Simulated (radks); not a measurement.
The mean radii <r> (bohr) of the occupied orbitals of an atom or ion are listed with their occupations. All-electron calculation, scalar-relativistic Kohn-Sham, r2SCAN, spin-polarised, spherical densities, finite nucleus; meta-GGA in the generalised Kohn-Sham scheme; Fermi nuclear charge, rms radius of each element as measured or else 0.836 A^(1/3) + 0.57 fm. Program: a radial shooting solver on a logarithmic mesh with Libxc functionals.

orbital  occ.      <r>
1s down     1  0.01899
1s up       1  0.01899
2s up       1  0.08036
2s down     1  0.08036
2p up       3  0.07173
2p down     3  0.07173
3s down     1   0.2084
3s up       1   0.2084
3p down     3   0.2084
3p up       3   0.2084
3d up       5   0.1890
3d down     5   0.1890
4s up       1   0.4684
4s down     1   0.4684
4p up       3   0.4976
4p down     3   0.4976
4d up       5   0.5354
4d down     5   0.5354
5s up       1    1.137
5s down     1    1.133
5p up       3    1.334
5p down     3    1.327
4f up       7   0.6758
4f down     7   0.6727
6s up       1    3.133
6s down     1    3.208
5d up       1    2.162
6d up       1    10.66

Name the element and its charge. Open shells, if any, are filled with parallel spins first.

Answer. Z = 72, hafnium, charge 0: Hf in [Xe] 4f14 5d1 6s2 6d1. The 1s radius gives Z: for a bare nucleus <r> = (2 gamma + 1)/(2Z) with gamma = sqrt(1 - (Z/c)^2), 0.01876 bohr for Z = 72, and screening makes it slightly larger (0.01899 here). The occupations add up to 72, and the charge is Z minus that.
